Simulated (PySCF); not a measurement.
Species: C4H5BF2.
Bonds: F1–B2, B2–F3, B2–C4, C4–C5 (double), C5–C6, C6–C7, C4–C7. Hydrogens: H8 on C5; H9, H10 on C6; H11, H12 on C7.

Method: PBE0-D3(BJ)/def2-SVP geometry optimisation, gas phase (PySCF 2.14.0); density fitting, grid level 1; the optimiser is geomeTRIC in internal coordinates, started from a GFN2-xTB structure with every atom displaced at random (about 0.01 Å).

Step 1: E = -10323.0082 eV
```
atom  x, y, z in Å  |  force x, y, z in eV/Å
F1      2.5426   -1.2929    0.9202    0.233  -0.119  -0.142
B2      2.0671   -0.2072    0.3382   -0.527   0.328   0.345
F3      2.9031    0.7982    0.1377    0.045  -0.117  -0.112
C4      0.5459   -0.0979    0.0510    0.398  -0.146  -0.046
C5     -0.4252   -1.0356    0.1174   -0.147  -0.198   0.009
C6     -1.5388   -0.0919   -0.2369   -0.092  -0.032  -0.142
C7     -0.4341    0.9968   -0.3270    0.028   0.147  -0.021
H8     -0.4181   -2.1119    0.3447    0.047   0.185  -0.011
H9     -2.2928    0.0617    0.5525   -0.023   0.012   0.005
H10    -2.0729   -0.3046   -1.1819    0.049  -0.003   0.089
H11    -0.2936    1.4469   -1.3251   -0.013  -0.058   0.052
H12    -0.5278    1.8131    0.4080    0.002  -0.001  -0.025
```

Step 2: E = -10323.0175 eV
```
atom  x, y, z in Å  |  force x, y, z in eV/Å
F1      2.6047   -1.2992    0.8426   -0.107  -0.106   0.172
B2      2.0529   -0.1863    0.3881    0.141  -0.233  -0.472
F3      2.8999    0.7921    0.1173   -0.127   0.236   0.087
C4      0.5401   -0.1043    0.0874   -0.039   0.083   0.236
C5     -0.4420   -1.0346    0.1370    0.007  -0.069   0.015
C6     -1.5457   -0.0912   -0.2487    0.061   0.008  -0.038
C7     -0.4325    0.9927   -0.3146    0.030   0.095  -0.023
H8     -0.4396   -2.1040    0.3721    0.021   0.004   0.019
H9     -2.3194    0.0712    0.5205    0.008  -0.006   0.003
H10    -2.0555   -0.3094   -1.2025    0.010  -0.004   0.010
H11    -0.2695    1.4326   -1.3116    0.008  -0.008  -0.003
H12    -0.5381    1.8153    0.4112   -0.014   0.001  -0.007
```

Step 3: E = -10323.0315 eV
```
atom  x, y, z in Å  |  force x, y, z in eV/Å
F1      2.5880   -1.3090    0.8457    0.065   0.064  -0.018
B2      2.0552   -0.1964    0.3644   -0.075  -0.060  -0.074
F3      2.8733    0.8170    0.1332    0.011  -0.019   0.053
C4      0.5425   -0.1083    0.0819   -0.052   0.015   0.094
C5     -0.4398   -1.0377    0.1388    0.000   0.020  -0.028
C6     -1.5406   -0.0903   -0.2466    0.006   0.008   0.034
C7     -0.4271    0.9933   -0.3156    0.030   0.006  -0.053
H8     -0.4364   -2.1061    0.3763    0.013  -0.012   0.012
H9     -2.3124    0.0741    0.5241   -0.006  -0.005  -0.004
H10    -2.0524   -0.3093   -1.1985    0.006  -0.005  -0.008
H11    -0.2663    1.4305   -1.3139    0.009   0.000  -0.009
H12    -0.5288    1.8172    0.4091   -0.008  -0.011   0.000
```

Question: Estimate the geometry and energy of step 4. (The exact step hangs on the optimiser's Hessian estimate; all steps are aligned on step 3, rigid shifts and turns removed.)

Answer: E = -10323.0336 eV, largest force 0.127 eV/Å
```
atom  x, y, z in Å  |  force x, y, z in eV/Å
F1      2.6078   -1.3058    0.8267   -0.024  -0.036  -0.048
B2      2.0528   -0.1999    0.3558    0.051  -0.005   0.116
F3      2.8652    0.8254    0.1609   -0.037   0.057  -0.043
C4      0.5391   -0.1131    0.0839   -0.002  -0.008   0.005
C5     -0.4453   -1.0397    0.1411    0.001   0.018  -0.005
C6     -1.5424   -0.0884   -0.2449   -0.009   0.000   0.020
C7     -0.4250    0.9911   -0.3184    0.019  -0.006  -0.034
H8     -0.4433   -2.1076    0.3811    0.003  -0.006   0.005
H9     -2.3141    0.0806    0.5250   -0.001  -0.003  -0.006
H10    -2.0543   -0.3085   -1.1964    0.000  -0.005  -0.009
H11    -0.2612    1.4228   -1.3188    0.005  -0.003  -0.002
H12    -0.5240    1.8180    0.4028   -0.005  -0.003   0.001
```

The energy changes by -0.0020 eV. The first-order estimate −F·Δx gives -0.0045 eV and the mean of the old and new forces, exact on a quadratic surface, -0.0018 eV. The step makes an angle of 63° with the force vector and moves no atom by more than 0.030 Å.

The cost below is that of the whole optimisation. Time: 48 s of wall time; peak memory 0.51 GiB. Hardware: one thread of an Arm Neoverse V2, on a shared host.
